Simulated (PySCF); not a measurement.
CH3BI2, SMILES IB(C)I. Atoms are numbered in the order given.

```xyz
7

B      0.0269     0.8382     0.0000
I     -0.0005    -0.2541     1.8477
I     -0.0005    -0.2541    -1.8477
C      0.0072     2.3961     0.0000
H      0.4644     2.8302    -0.9016
H     -1.0564     2.7058     0.0000
H      0.4644     2.8302     0.9016
```

Coordinates come from a B3LYP-D3(BJ)/def2-SVP optimisation. The def2 effective core potentials stand for the cores of I; spin–orbit coupling is left out.

Method: ωB97X/def2-TZVP (PySCF).

The total energy is -660.33828 hartree and the point group comes out as Cs. The highest occupied level is -9.53 eV, the lowest empty level is 0.18 eV and the orbital gap comes out as 9.72 eV. The dipole moment is 1.37 D, the quadrupole, principal values (traceless, Buckingham form, about the centre of nuclear charge) is -1.54, -1.28, 2.82 D·Å and the mean static polarisability comes out as 90.6 bohr³ (13.42 Å³). The polarisability, principal values is 66.0, 85.8, 120.0 bohr³.
